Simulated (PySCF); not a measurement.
H₁₂Si₅, charge +1, doublet, geometry from GFN2-xTB (a state made from the parent by changing its charge; the spin is typed, not shown lowest); DF-REVPBE/STO-3G in PySCF.

Input for PySCF:
```python
from pyscf import gto, scf, dft

mol = gto.Mole()
mol.atom = '''
    Si   -0.25310907   -2.10767374   -1.16153954
    Si   -0.00493928    0.00604900   -0.00649941
    Si   -0.37198370    2.10080515   -1.15812306
    Si   -1.70641778   -0.05581147    1.71192735
    Si    2.33502040    0.05813586    0.61132287
    H    -1.61992800   -2.10188582   -1.67691024
    H    -0.01411831   -3.24864787   -0.28647268
    H     0.70579989   -2.06426398   -2.26262025
    H    -0.17709254    3.25390838   -0.28784835
    H    -1.74309288    2.03186722   -1.65786410
    H     0.57339102    2.10400946   -2.27198950
    H    -3.05772283   -0.04371138    1.16609495
    H    -1.44627122   -1.27496059    2.47362373
    H    -1.44995516    1.12167623    2.53780823
    H     2.53239503   -1.12441119    1.44608538
    H     3.22171230    0.05213011   -0.54527641
    H     2.49489495    1.27322203    1.40613391
'''
mol.basis = 'sto-3g'
mol.charge = 1
mol.spin = 1
mol.verbose = 4
mol.build()

mf = dft.UKS(mol)
mf.xc = 'revpbe'
mf = mf.density_fit(auxbasis='def2-universal-jkfit')
mf.kernel()
```

Output, abridged:

```
PySCF version 2.14.0

[INPUT] verbose = 4
[INPUT] num. atoms = 17
[INPUT] num. electrons = 81
[INPUT] charge = 1
[INPUT] spin (= nelec alpha-beta = 2S) = 1
[INPUT] symmetry False subgroup None
[INPUT] Mole.unit = angstrom
[INPUT] Symbol           X                Y                Z      unit          X                Y                Z       unit  Magmom
[INPUT]  1 Si    -0.253109070000  -2.107673740000  -1.161539540000 AA   -0.478306821943  -3.982926128538  -2.194991613453 Bohr   0.0
[INPUT]  2 Si    -0.004939280000   0.006049000000  -0.006499410000 AA   -0.009333886453   0.011430953327  -0.012282104871 Bohr   0.0
[INPUT]  3 Si    -0.371983700000   2.100805150000  -1.158123060000 AA   -0.702947315802   3.969946374576  -2.188535401943 Bohr   0.0
[INPUT]  4 Si    -1.706417780000  -0.055811470000   1.711927350000 AA   -3.224662258288  -0.105468392909   3.235073836652 Bohr   0.0
[INPUT]  5 Si     2.335020400000   0.058135860000   0.611322870000 AA    4.412549051272   0.109860853416   1.155232797983 Bohr   0.0
[INPUT]  6 H     -1.619928000000  -2.101885820000  -1.676910240000 AA   -3.061220261514  -3.971988544907  -3.168901089079 Bohr   0.0
[INPUT]  7 H     -0.014118310000  -3.248647870000  -0.286472680000 AA   -0.026679739242  -6.139054749452  -0.541354907370 Bohr   0.0
[INPUT]  8 H      0.705799890000  -2.064263980000  -2.262620250000 AA    1.333768490848  -3.900893571005  -4.275732596395 Bohr   0.0
[INPUT]  9 H     -0.177092540000   3.253908380000  -0.287848350000 AA   -0.334656399304   6.148995672627  -0.543954546908 Bohr   0.0
[INPUT] 10 H     -1.743092880000   2.031867220000  -1.657864100000 AA   -3.293968152879   3.839672567281  -3.132909100749 Bohr   0.0
[INPUT] 11 H      0.573391020000   2.104009460000  -2.271989500000 AA    1.083551990085   3.976001642894  -4.293437912888 Bohr   0.0
[INPUT] 12 H     -3.057722830000  -0.043711380000   1.166094950000 AA   -5.778258713530  -0.082602536727   2.203600090738 Bohr   0.0
[INPUT] 13 H     -1.446271220000  -1.274960590000   2.473623730000 AA   -2.733056507641  -2.409326334714   4.674471384925 Bohr   0.0
[INPUT] 14 H     -1.449955160000   1.121676230000   2.537808230000 AA   -2.740018145300   2.119660875135   4.795762511367 Bohr   0.0
[INPUT] 15 H      2.532395030000  -1.124411190000   1.446085380000 AA    4.785533045910  -2.124829200496   2.732705320938 Bohr   0.0
[INPUT] 16 H      3.221712300000   0.052130110000  -0.545276410000 AA    6.088153899143   0.098511630743  -1.030423077086 Bohr   0.0
[INPUT] 17 H      2.494894950000   1.273222030000   1.406133910000 AA    4.714668165060   2.406040932463   2.657207984364 Bohr   0.0

nuclear repulsion = 486.624204851591
number of shells = 37
number of NR pGTOs = 171
number of NR cGTOs = 57
basis = sto-3g
ecp = {}

******** <class 'pyscf.df.df_jk.DFUKS'> ********
method = DFUKS
initial guess = minao
damping factor = 0
level_shift factor = 0
DIIS = <class 'pyscf.scf.diis.CDIIS'>
diis_start_cycle = 1
diis_space = 8
diis_damp = 0
SCF conv_tol = 1e-09
SCF conv_tol_grad = None
SCF max_cycles = 50
direct_scf = False
number electrons alpha = 41  beta = 40
XC library pyscf.dft.libxc version 7.1.2
    S. Lehtola, C. Steigemann, M. J. T. Oliveira, and M. A. L. Marques,  SoftwareX 7, 1–5 (2018)
XC functionals = revpbe
    Y. Zhang and W. Yang,  Phys. Rev. Lett. 80, 890 (1998)
    J. P. Perdew, K. Burke, and M. Ernzerhof,  Phys. Rev. Lett. 77, 3865 (1996)
    J. P. Perdew, K. Burke, and M. Ernzerhof,  Phys. Rev. Lett. 78, 1396 (1997)
radial grids:
    Treutler-Ahlrichs [JCP 102, 346 (1995); DOI:10.1063/1.469408] (M4) radial grids

becke partition: Becke, JCP 88, 2547 (1988); DOI:10.1063/1.454033
pruning grids: <function nwchem_prune>
grids dens level: 3
symmetrized grids: False
atomic radii adjust function: <function treutler_atomic_radii_adjust>
small_rho_cutoff = 0
Set gradient conv threshold to 3.16228e-05
tot grids = 213600
init E= -1436.40863152141

cycle= 1 E= -1437.33999026316  delta_E= -0.931  |g|= 0.199  |ddm|= 3.03
cycle= 2 E= -1437.33956330262  delta_E= 0.000427  |g|= 0.189  |ddm|= 0.685
cycle= 3 E= -1437.37018473412  delta_E= -0.0306  |g|= 0.0286  |ddm|= 0.375
cycle= 4 E= -1437.37094508732  delta_E= -0.00076  |g|= 0.00568  |ddm|= 0.0677
cycle= 5 E= -1437.37097149962  delta_E= -2.64e-05  |g|= 0.00148  |ddm|= 0.0157
cycle= 6 E= -1437.37097418497  delta_E= -2.69e-06  |g|= 0.000646  |ddm|= 0.00841
cycle= 7 E= -1437.37097483481  delta_E= -6.5e-07  |g|= 3.88e-05  |ddm|= 0.00269
cycle= 8 E= -1437.37097483739  delta_E= -2.58e-09  |g|= 2.22e-05  |ddm|= 0.000217
cycle= 9 E= -1437.37097483777  delta_E= -3.79e-10  |g|= 1.52e-05  |ddm|= 0.000142
Extra cycle  E= -1437.37097483655  delta_E= 1.22e-09  |g|= 3.23e-05  |ddm|= 0.000192
converged SCF energy = -1437.37097483655  <S^2> = 0.75053905  2S+1 = 2.000539
```
